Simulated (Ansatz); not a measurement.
A first, cheap relaxation of C₂H₆Ga (`C[CH2][GaH]`) radical.

```yaml
crystal:
  periodic: [false, false, false]
  atoms:
    - {symbol: C, position_ang: [-0.425500, 0.488700, -0.713900]}
    - {symbol: C, position_ang: [0.559200, -0.384200, -0.101800]}
    - {symbol: Ga, position_ang: [-0.156800, -0.518600, 2.032700]}
    - {symbol: H, position_ang: [-1.406900, 0.089000, -0.627800]}
    - {symbol: H, position_ang: [-0.243900, 0.678100, -1.819400]}
    - {symbol: H, position_ang: [-0.465500, 1.530300, -0.207800]}
    - {symbol: H, position_ang: [1.599600, 0.073700, -0.186100]}
    - {symbol: H, position_ang: [0.592900, -1.351500, -0.615600]}
    - {symbol: H, position_ang: [0.035400, -0.651900, 2.222600]}
basis:
  gaussian: {orbitals: def2-SVP}
magnetization: {spin_polarized: true, initial_magnetization: 1}
hamiltonian: {xc: pbe, dispersion: d4}
relax: {f_tol: 0.03, max_steps: 200}
```

```sh
$ ansatz run in.yaml --threads 4 --pin off --events-out ev --progress --plain --max-ram 10444MiB
```

Output, abridged:

```
Functional definition: PBE
mean field -54250.03877979 eV, -1993.6521531602 hartree, gradient 8.7e-6 eV, S^2 0.752636; 5 other end points of the search recorded, 0 dependent functions left out
relax step   1: F+E_penalty+E_count = -54250.19330179 eV  Δ(F+E_penalty+E_count) = +0.000e0 eV  max|allowed force component| = 1.428e3 eV/Å  Δτ_max = 0.0000 Å  (113 SCF iters, accepted)
mean field -54500.45136415 eV, -2002.8546458999 hartree, gradient 9.7e-6 eV, S^2 0.751973; 0 other end points of the search recorded, 0 dependent functions left out
relax step   2: F+E_penalty+E_count = -54500.60379315 eV  Δ(F+E_penalty+E_count) = -2.504e2 eV  max|allowed force component| = 8.613e1 eV/Å  Δτ_max = 0.1954 Å  (41 SCF iters, accepted)
mean field -54505.38494714 eV, -2003.0359517307 hartree, gradient 2.2e-5 eV, S^2 0.751479; 0 other end points of the search recorded, 0 dependent functions left out
relax step   3: F+E_penalty+E_count = -54505.53421064 eV  Δ(F+E_penalty+E_count) = -4.930e0 eV  max|allowed force component| = 7.619e1 eV/Å  Δτ_max = 0.1960 Å  (36 SCF iters, accepted)
mean field -54515.98714765 eV, -2003.4255754129 hartree, gradient 2.4e-5 eV, S^2 0.751172; 0 other end points of the search recorded, 0 dependent functions left out
relax step   4: F+E_penalty+E_count = -54516.13344256 eV  Δ(F+E_penalty+E_count) = -1.060e1 eV  max|allowed force component| = 5.009e1 eV/Å  Δτ_max = 0.1957 Å  (38 SCF iters, accepted)
mean field -54518.70190840 eV, -2003.5253410304 hartree, gradient 2.0e-5 eV, S^2 0.751117; 0 other end points of the search recorded, 0 dependent functions left out
relax step   5: F+E_penalty+E_count = -54518.84476768 eV  Δ(F+E_penalty+E_count) = -2.711e0 eV  max|allowed force component| = 3.809e1 eV/Å  Δτ_max = 0.1959 Å  (37 SCF iters, accepted)
mean field -54525.35699630 eV, -2003.7699109996 hartree, gradient 2.1e-5 eV, S^2 0.750983; 0 other end points of the search recorded, 0 dependent functions left out
relax step   6: F+E_penalty+E_count = -54525.50053988 eV  Δ(F+E_penalty+E_count) = -6.656e0 eV  max|allowed force component| = 1.435e1 eV/Å  Δτ_max = 0.1552 Å  (34 SCF iters, accepted)
mean field -54526.88201950 eV, -2003.8259545684 hartree, gradient 1.6e-5 eV, S^2 0.750922; 0 other end points of the search recorded, 0 dependent functions left out
relax step   7: F+E_penalty+E_count = -54527.02533176 eV  Δ(F+E_penalty+E_count) = -1.525e0 eV  max|allowed force component| = 9.178e0 eV/Å  Δτ_max = 0.2000 Å  (35 SCF iters, accepted)
mean field -54528.13425311 eV, -2003.8719733050 hartree, gradient 2.0e-5 eV, S^2 0.750923; 0 other end points of the search recorded, 0 dependent functions left out
relax step   8: F+E_penalty+E_count = -54528.27817301 eV  Δ(F+E_penalty+E_count) = -1.253e0 eV  max|allowed force component| = 2.965e0 eV/Å  Δτ_max = 0.2000 Å  (35 SCF iters, accepted)
mean field -54528.13989784 eV, -2003.8721807448 hartree, gradient 4.0e-5 eV, S^2 0.750924; 0 other end points of the search recorded, 0 dependent functions left out
relax step   9: F+E_penalty+E_count = -54528.28383102 eV  Δ(F+E_penalty+E_count) = -5.658e-3 eV  max|allowed force component| = 2.934e0 eV/Å  Δτ_max = 0.0010 Å  (22 SCF iters, accepted)
mean field -54528.76783134 eV, -2003.8952568755 hartree, gradient 1.7e-5 eV, S^2 0.751023; 0 other end points of the search recorded, 0 dependent functions left out
relax step  10: F+E_penalty+E_count = -54528.91350278 eV  Δ(F+E_penalty+E_count) = -6.297e-1 eV  max|allowed force component| = 1.370e0 eV/Å  Δτ_max = 0.1967 Å  (35 SCF iters, accepted)
mean field -54528.89203244 eV, -2003.8998211816 hartree, gradient 2.3e-5 eV, S^2 0.751167; 0 other end points of the search recorded, 0 dependent functions left out
relax step  11: F+E_penalty+E_count = -54529.03706764 eV  Δ(F+E_penalty+E_count) = -1.236e-1 eV  max|allowed force component| = 8.371e-1 eV/Å  Δτ_max = 0.1951 Å  (31 SCF iters, accepted)
mean field -54528.97053890 eV, -2003.9027062407 hartree, gradient 3.4e-5 eV, S^2 0.751156; 0 other end points of the search recorded, 0 dependent functions left out
relax step  12: F+E_penalty+E_count = -54529.11308711 eV  Δ(F+E_penalty+E_count) = -7.602e-2 eV  max|allowed force component| = 3.268e-1 eV/Å  Δτ_max = 0.1862 Å  (31 SCF iters, accepted)
mean field -54528.99412663 eV, -2003.9035730738 hartree, gradient 2.4e-5 eV, S^2 0.751217; 0 other end points of the search recorded, 0 dependent functions left out
relax step  13: F+E_penalty+E_count = -54529.13687469 eV  Δ(F+E_penalty+E_count) = -2.379e-2 eV  max|allowed force component| = 1.881e-1 eV/Å  Δτ_max = 0.1975 Å  (29 SCF iters, accepted)
mean field -54529.00188103 eV, -2003.9038580428 hartree, gradient 1.5e-5 eV, S^2 0.751228; 0 other end points of the search recorded, 0 dependent functions left out
relax step  14: F+E_penalty+E_count = -54529.14375990 eV  Δ(F+E_penalty+E_count) = -6.885e-3 eV  max|allowed force component| = 7.884e-2 eV/Å  Δτ_max = 0.1565 Å  (31 SCF iters, accepted)
mean field -54529.00703607 eV, -2003.9040474872 hartree, gradient 1.5e-5 eV, S^2 0.751220; 0 other end points of the search recorded, 0 dependent functions left out
relax step  15: F+E_penalty+E_count = -54529.14935403 eV  Δ(F+E_penalty+E_count) = -5.594e-3 eV  max|allowed force component| = 2.111e-2 eV/Å  Δτ_max = 0.0745 Å  (30 SCF iters, accepted)
mean field -54529.00732254 eV, -2003.9040580146 hartree, gradient 1.9e-5 eV, S^2 0.751219; 0 other end points of the search recorded, 0 dependent functions left out
relax step  16: F+E_penalty+E_count = -54529.14970801 eV  Δ(F+E_penalty+E_count) = -3.540e-4 eV  max|allowed force component| = 2.282e-2 eV/Å  Δτ_max = 0.0336 Å  (31 SCF iters, accepted)
mean field -54529.00732254 eV, -2003.9040580146 hartree, gradient 2.2e-5 eV, S^2 0.751219; 1 other end points of the search recorded, 0 dependent functions left out
Total energy: -54529.14974547 eV, -2003.9092919609 hartree
Atom 0 at    -0.495642     0.595054    -0.948039 Å, force     0.003072     0.000247    -0.011940 eV/Å
Atom 1 at     0.370278    -0.236502    -0.005271 Å, force     0.000976    -0.008662     0.011190 eV/Å
Atom 2 at    -0.219561    -0.434366     1.921265 Å, force     0.022819    -0.012704     0.006663 eV/Å
Atom 3 at    -1.523916     0.186366    -1.032035 Å, force     0.004246    -0.000321     0.001020 eV/Å
Atom 4 at    -0.074634     0.632681    -1.976438 Å, force    -0.003936     0.000329     0.003843 eV/Å
Atom 5 at    -0.595670     1.643662    -0.599168 Å, force     0.001547    -0.001804     0.000442 eV/Å
Atom 6 at     1.407886     0.163515     0.074614 Å, force    -0.010322    -0.000039    -0.000713 eV/Å
Atom 7 at     0.480279    -1.289299    -0.355967 Å, force    -0.002505     0.011801     0.001428 eV/Å
Atom 8 at     0.739479    -1.307511     2.903940 Å, force    -0.015897     0.011152    -0.011932 eV/Å
Dipole moment:     0.031715     0.036395    -0.192989 e Å
```

Run time 11 s (4 threads of an INTEL XEON PLATINUM 8581C on a shared host); peak host memory 0.22 GiB.
